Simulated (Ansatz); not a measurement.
SiH2OF2, closed shell: a trajectory.

The input file, in.yaml:

```yaml
crystal:
  periodic: [false, false, false]
  atoms:
    - {symbol: Si, position_ang: [-0.141794, 0.126014, -0.337205]}
    - {symbol: O, position_ang: [0.875616, -0.694492, 0.609747]}
    - {symbol: H, position_ang: [0.245379, -0.087397, -1.731427]}
    - {symbol: F, position_ang: [-1.638652, -0.339076, -0.108821]}
    - {symbol: F, position_ang: [-0.121706, 1.672624, 0.004400]}
    - {symbol: H, position_ang: [0.781257, -0.677573, 1.563306]}
basis:
  gaussian: {orbitals: def2-SVP}
hamiltonian: {xc: pbe0, dispersion: d4}
md: {n_steps: 30, timestep: 3, temperature: 500, ensemble: nve, seed: 928, initial_velocities: maxwell_boltzmann}
```

Command:

```bash
ansatz run in.yaml --threads 2 --pin off --events-out ev --progress --plain --max-ram 4352MiB
```

Output of Ansatz 0.2.0:

```
Functional definition: PBE0
  name "PBE0"
  cite "Adamo & Barone, J. Chem. Phys. 110, 6158 (1999) doi:10.1063/1.478522"
  cite "Perdew, Burke & Ernzerhof, Phys. Rev. Lett. 77, 3865 (1996) doi:10.1103/PhysRevLett.77.3865"
  parent pbe
  parameter a = 0.25
  parameter kappa = 0.804
  parameter beta = 0.06672455060314922
  exchange = (1 - a)*pbe_x(kappa = kappa, mu = beta*pi^2/3) + a*exact_x
  correlation = pbe_c(beta = beta)
689 factors; integrals over basis functions are off by at most 5.5e-4 eV
mean field evaluation 1: about -15371.3896 eV, gradient 5.6e1 eV
mean field evaluation 2: about -15366.5147 eV, gradient 7.8e1 eV
mean field evaluation 4: about -15376.3343 eV, gradient 2.5e0 eV
mean field evaluation 8: about -15376.3512 eV, gradient 4.0e-2 eV
mean field -15376.35119540 eV, -565.0704839659 hartree, gradient 1.8e-5 eV, S^2 0.000000; 0 other end points of the search recorded, 0 dependent functions left out
the calculation of the forces begins
reference -15376.35121462 eV, -565.0704846722 hartree; 21, 21 occupied and 49, 49 virtual orbitals, 689 factors
md step     0: t =     0.00 fs  T =   500.0 K  F+E_penalty+E_count = -15376.42576246 eV  E_kin = 0.258520 eV  conserved = -15376.16724246 eV  (24 SCF iters)
md step     1: t =     3.00 fs  T =   505.1 K  F+E_penalty+E_count = -15376.37277763 eV  E_kin = 0.261143 eV  conserved = -15376.11163466 eV  (28 SCF iters, 7 dispersion substeps)
md step     2: t =     6.00 fs  T =   721.0 K  F+E_penalty+E_count = -15376.07266697 eV  E_kin = 0.372765 eV  conserved = -15375.69990197 eV  (27 SCF iters, 7 dispersion substeps)
md step     3: t =     9.00 fs  T =   626.4 K  F+E_penalty+E_count = -15374.26237922 eV  E_kin = 0.323879 eV  conserved = -15373.93850059 eV  (33 SCF iters, 7 dispersion substeps)
md step     4: t =    12.00 fs  T =  1684.2 K  F+E_penalty+E_count = -15374.83913448 eV  E_kin = 0.870801 eV  conserved = -15373.96833327 eV  (28 SCF iters, 7 dispersion substeps)
md step     5: t =    15.00 fs  T = 81014.6 K  F+E_penalty+E_count = -15367.80595679 eV  E_kin = 41.887809 eV  conserved = -15325.91814780 eV  (31 SCF iters, 9 dispersion substeps)
md step     6: t =    18.00 fs  T = 404065.3 K  F+E_penalty+E_count = -15367.91042352 eV  E_kin = 208.917899 eV  conserved = -15158.99252476 eV  (53 SCF iters, 43 dispersion substeps)
md step     7: t =    21.00 fs  T = 403492.3 K  F+E_penalty+E_count = -15367.66801615 eV  E_kin = 208.621636 eV  conserved = -15159.04637991 eV  (42 SCF iters, 51 dispersion substeps)
md step     8: t =    24.00 fs  T = 402401.2 K  F+E_penalty+E_count = -15367.12102874 eV  E_kin = 208.057489 eV  conserved = -15159.06353926 eV  (41 SCF iters, 51 dispersion substeps)
md step     9: t =    27.00 fs  T = 400576.5 K  F+E_penalty+E_count = -15366.14766001 eV  E_kin = 207.114079 eV  conserved = -15159.03358140 eV  (40 SCF iters, 51 dispersion substeps)
md step    10: t =    30.00 fs  T = 398658.1 K  F+E_penalty+E_count = -15365.13697247 eV  E_kin = 206.122180 eV  conserved = -15159.01479225 eV  (41 SCF iters, 51 dispersion substeps)
md step    11: t =    33.00 fs  T = 397087.9 K  F+E_penalty+E_count = -15364.32890671 eV  E_kin = 205.310317 eV  conserved = -15159.01858982 eV  (38 SCF iters, 51 dispersion substeps)
md step    12: t =    36.00 fs  T = 395768.7 K  F+E_penalty+E_count = -15363.64962147 eV  E_kin = 204.628261 eV  conserved = -15159.02136089 eV  (39 SCF iters, 51 dispersion substeps)
md step    13: t =    39.00 fs  T = 394574.6 K  F+E_penalty+E_count = -15363.02866530 eV  E_kin = 204.010836 eV  conserved = -15159.01782969 eV  (76 SCF iters, 51 dispersion substeps)
md step    14: t =    42.00 fs  T = 393602.0 K  F+E_penalty+E_count = -15362.51043212 eV  E_kin = 203.507999 eV  conserved = -15159.00243326 eV  (51 SCF iters, 51 dispersion substeps)
md step    15: t =    45.00 fs  T = 393378.1 K  F+E_penalty+E_count = -15362.34367198 eV  E_kin = 203.392224 eV  conserved = -15158.95144776 eV  (47 SCF iters, 51 dispersion substeps)
md step    16: t =    48.00 fs  T = 395804.5 K  F+E_penalty+E_count = -15363.44365031 eV  E_kin = 204.646742 eV  conserved = -15158.79690797 eV  (43 SCF iters, 51 dispersion substeps)
md step    17: t =    51.00 fs  T = 738437.9 K  F+E_penalty+E_count = -15347.28681536 eV  E_kin = 381.801929 eV  conserved = -14965.48488677 eV  (51 SCF iters, 51 dispersion substeps)
WARN: at step 18 the energy moved +858192.4 meV off the work of the forces, which amounts to +553272.768 K. Such steps counted: 1; another is reported when that count doubles or it is the largest. The electronic state may have changed, which in a crystal more k-points or another scf.occupations.width can prevent. At a collision, shorten md.timestep. If it recurs at most steps, use a smearing in place of tetrahedra, or tighten scf.convergence.dr2_threshold (accuracy in a Gaussian basis)
md step    18: t =    54.00 fs  T = 1971231.2 K  F+E_penalty+E_count = -15357.66566561 eV  E_kin = 1019.205360 eV  conserved = -14338.46030577 eV  (177 SCF iters, 25 dispersion substeps)
md step    19: t =    57.00 fs  T = 1970767.6 K  F+E_penalty+E_count = -15357.46707747 eV  E_kin = 1018.965656 eV  conserved = -14338.50142180 eV  (159 SCF iters)
md step    20: t =    60.00 fs  T = 1970643.3 K  F+E_penalty+E_count = -15357.41962168 eV  E_kin = 1018.901389 eV  conserved = -14338.51823304 eV  (170 SCF iters)
md step    21: t =    63.00 fs  T = 1970425.6 K  F+E_penalty+E_count = -15357.30250016 eV  E_kin = 1018.788840 eV  conserved = -14338.51366028 eV  (205 SCF iters)
md step    22: t =    66.00 fs  T = 1970224.0 K  F+E_penalty+E_count = -15357.18637539 eV  E_kin = 1018.684610 eV  conserved = -14338.50176500 eV  (190 SCF iters)
md step    23: t =    69.00 fs  T = 1970305.0 K  F+E_penalty+E_count = -15357.23147313 eV  E_kin = 1018.726487 eV  conserved = -14338.50498580 eV  (228 SCF iters)
md step    24: t =    72.00 fs  T = 1970592.4 K  F+E_penalty+E_count = -15357.39387529 eV  E_kin = 1018.875077 eV  conserved = -14338.51879874 eV  (721 SCF iters)
md step    25: t =    75.00 fs  T = 1970752.4 K  F+E_penalty+E_count = -15357.48132619 eV  E_kin = 1018.957815 eV  conserved = -14338.52351146 eV  (299 SCF iters)
md step    26: t =    78.00 fs  T = 1970636.5 K  F+E_penalty+E_count = -15357.41614150 eV  E_kin = 1018.897867 eV  conserved = -14338.51827476 eV  (368 SCF iters)
md step    27: t =    81.00 fs  T = 1970365.1 K  F+E_penalty+E_count = -15357.26885172 eV  E_kin = 1018.757576 eV  conserved = -14338.51127554 eV  (365 SCF iters)
md step    28: t =    84.00 fs  T = 1970136.3 K  F+E_penalty+E_count = -15357.14626058 eV  E_kin = 1018.639284 eV  conserved = -14338.50697659 eV  (232 SCF iters)
md step    29: t =    87.00 fs  T = 1970082.4 K  F+E_penalty+E_count = -15357.11760522 eV  E_kin = 1018.611376 eV  conserved = -14338.50622911 eV  (434 SCF iters)
md step    30: t =    90.00 fs  T = 1970228.0 K  F+E_penalty+E_count = -15357.19539030 eV  E_kin = 1018.686657 eV  conserved = -14338.50873323 eV  (446 SCF iters)
Total energy: -15357.19544350 eV, -564.3665230678 hartree
Atom 0 at     0.076451    -0.108689    -1.328468 Å, force    -0.440509     0.102004     3.632324 eV/Å
Atom 1 at     6.916231    -7.337934    -6.408223 Å, force    -0.000225     0.000259     0.000084 eV/Å
Atom 2 at  -101.376192   109.187955     4.345451 Å, force     0.000026    -0.000029     0.000046 eV/Å
Atom 3 at    -0.869153    -1.052765    -0.214331 Å, force     1.500897     1.486388    -1.841669 eV/Å
Atom 4 at     0.796779     0.959860    -0.176488 Å, force    -1.060166    -1.588648    -1.790735 eV/Å
Atom 5 at   -31.369206    28.916481   139.892428 Å, force    -0.000022     0.000026    -0.000049 eV/Å
Dipole moment:    -3.033011     3.193129     2.883368 e Å

[the SCF lines of later steps are left out]
```

The lines “mean field evaluation” count trial sets of orbitals through the whole run, from several starts and some on an approximate energy, so they need not fall steadily or lie above the final value.

Hardware: 2 CPU threads of an Intel Xeon Platinum 8259CL, shared host. Wall time about 120 s.


The run ended normally. The timestep is far too long for bond vibrations, so the integration is inaccurate or blows up, and the trajectory means little.